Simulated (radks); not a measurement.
Q: Nd IV, configuration [Xe] 4f2 6p1 (not the ground configuration). Method: scalar-relativistic Kohn-Sham, PBE, spin-unpolarised, spherical densities, point nucleus; computed with a radial shooting solver on a logarithmic mesh with Libxc functionals. Some entries of the table are withheld. Estimate them.

orbital  occ.  eigenvalue (hartree)  <r> (bohr)
1s          2             -1596.607     0.02363
2s          2             -259.5890      0.1010
2p          6                   (1)     0.08881
3s          2             -57.64248      0.2663
3p          6             -49.00908      0.2645
3d         10             -37.03366      0.2418
4s          2                   (2)      0.6048
4p          6              -9.90459      0.6392
4d         10              -5.86074      0.6977
5s          2              -2.75932         (3)
5p          6              -2.01070       1.586
4f          2              -1.53102      0.9039
6p          1              -0.70124       3.668

A: 
(1) 2p eigenvalue (hartree): -232.2068
(2) 4s eigenvalue (hartree): -12.74655
(3) 5s <r> (bohr): 1.401
